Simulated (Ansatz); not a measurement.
Reaction (hydrogenolysis of the Si–O bond): `O[SiH](O)N[SiH3]` + H₂ → `O[SiH2]N[SiH3]` + H₂O

Gas-phase electronic energies from Ansatz, PBE0-D4/def2-TZVP geometries. CBS: MP2 limit from def2 TZ/QZ plus the TZ coupled-cluster correction, frozen cores. This one scheme is used for every species. DFT in def2-TZVPP. Each species was taken in one conformer, which may not be the lowest.

`O[SiH](O)N[SiH3]`:

Z-matrix (Å, degrees):
```
Si
O 1 1.642
N 1 1.707 2 101.8
O 1 1.638 2 114.5 3 121.1
H 1 1.479 2 110.8 3 -123.2
H 2 0.957 1 118.1 3 160.6
Si 3 1.733 1 127.4 2 -15.4
H 3 1.009 1 116.9 2 168.1
H 4 0.959 1 116.9 2 -61.5
H 7 1.486 3 112.7 1 71.3
H 7 1.488 3 106.7 1 -169.8
H 7 1.485 3 111.6 1 -50.7
```

H₂:

```xyz
2

H     0.131    0.032   -0.348
H    -0.131   -0.032    0.348
```

`O[SiH2]N[SiH3]`:

```xyz
11

O     1.108   -2.146    0.671
Si    1.222   -0.649   -0.003
N     0.023    0.458    0.537
Si   -1.302    1.138   -0.337
H     0.299   -2.637    0.522
H     2.573   -0.201    0.403
H     1.069   -0.707   -1.479
H     0.109    0.755    1.501
H    -1.135    2.597   -0.585
H    -1.387    0.431   -1.639
H    -2.578    0.961    0.410
```

H₂O:

```xyz
3

O     0.067    0.261   -0.281
H     0.434   -0.623   -0.204
H    -0.501    0.362    0.486
```

| level | ΔE (kcal/mol) |
| --- | --- |
| PBE-D4 | 22.6 |
| ωB97M-V | 24.6 |
| PBE0 | 21.8 |
| MP2/def2-TZVPP | 25.1 |

Problem. What does CCSD(T)/CBS give? (An estimate is asked.)

Solution. The calculation gave: +23.8 kcal/mol. The listed levels differ from it by -1.2, 0.8, -2.0, 1.3 kcal/mol.

Largest T1 diagnostic among the species: 0.011.

In def2-TZVPP, CCSD(T) changes the Hartree–Fock value by +1.1 kcal/mol (the triples alone add +0.5 kcal/mol) and MP2 by +2.4 kcal/mol. The D4 term adds +1.7 kcal/mol with B3LYP and +0.9 kcal/mol with PBE0; it sums over pairs of atoms, weighted by their polarisabilities, and B3LYP, whose exchange is more repulsive, gets the larger term.

CCSD(T)/CBS has its own doubt, a few kJ/mol and more with outer-core shells, so smaller differences from it don't rank the levels.

B3LYP here is the variant with VWN-RPA as its local correlation; programs differ in this.
